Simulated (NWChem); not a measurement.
Isomers of C$_{2}$H$_{4}$FNSi, each optimised at PBE0/def2-SVP with NWChem, gas phase unless a solvent is named. Flexible species stand in one conformer each, which need not be the lowest.  Relative energies count from the lowest isomer at each level and are electronic, without zero-point energy, on those geometries.

A: C(#C)[Si@@H](N)F
B: F[C@@H]1N=C[SiH2]1
C: N#C[C@@H](F)[SiH3]
D: [Si@@H]1(C=NC1)F

Q: Which isomer is lowest, and do the levels agree? Levels: PBE0/def2-SVP; PBE/def2-SVP; B3LYP/def2-SVP; TPSSh/def2-SVP; Hartree-Fock/def2-SVP; BLYP/def2-SVP; M06-2X/def2-SVP.

A: All put A lowest.
```tsv
quantity	A	B	C	D
relative energy, PBE0/def2-SVP (kcal/mol)	0.0	59.9	47.4	14.0
relative energy, PBE/def2-SVP (kcal/mol)	0.0	56.8	44.2	12.1
relative energy, B3LYP/def2-SVP (kcal/mol)	0.0	65.7	47.8	19.4
relative energy, TPSSh/def2-SVP (kcal/mol)	0.0	58.3	43.2	13.5
relative energy, Hartree-Fock/def2-SVP (kcal/mol)	0.0	75.9	51.5	28.1
relative energy, BLYP/def2-SVP (kcal/mol)	0.0	64.0	45.2	18.5
relative energy, M06-2X/def2-SVP (kcal/mol)	0.0	68.5	50.8	21.5
```
